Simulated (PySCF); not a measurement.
Compound: C4H10O3Si.
SMILES: `CO[SiH2]OCC(C)=O`

Torsions of this conformer, `[CH3:1][O:2][SiH2:3][O:4][CH2:5][C:6]([CH3:7])=[O:8]`: C1–O2–Si3–O4 -120°, O2–Si3–O4–C5 38°, Si3–O4–C5–C6 40°, O4–C5–C6–C7 169°.

The closed-shell ground state was solved at several levels (PySCF, density fitting, gas phase, non-relativistic). The structure is a single PBE0-D3(BJ)/def2-SVP conformer in the gas phase; no vibrational or solvent corrections.

```tsv
level	basis functions	total energy (Eh)	HOMO (eV)	LUMO (eV)	gap (eV)	dipole (D)
PBE0/pcSseg-1	193	-673.0602	-7.51	-0.81	6.70	3.47
B3LYP/pcSseg-1	193	-673.6489	-7.28	-1.08	6.20	3.45
```

Estimate the row for wB97X-D/def2-SVPD, a basis of 253 functions; the other rows only guide the guess.

Total energy -673.1856 Eh, HOMO -9.45 eV, LUMO 0.97 eV, gap 10.42 eV, dipole 3.42 D.

Over all these levels, which gives the widest orbital gap and which the narrowest?

wB97X-D/def2-SVPD (range-separated hybrid) has the widest, 10.42 eV, and B3LYP/pcSseg-1 (global hybrid, 20 % exact exchange) the narrowest, 6.20 eV. Functional and basis both differ between the two, so the spread mixes both effects.

How far do the dipole and the HOMO energy spread over the levels?

The dipole runs from 3.42 to 3.47 D (mean 3.45 D) and the HOMO from -9.45 to -7.28 eV.

The pairwise dispersion term of wB97X-D wasn't added to the energies; at a given geometry it leaves orbitals and properties as they are.
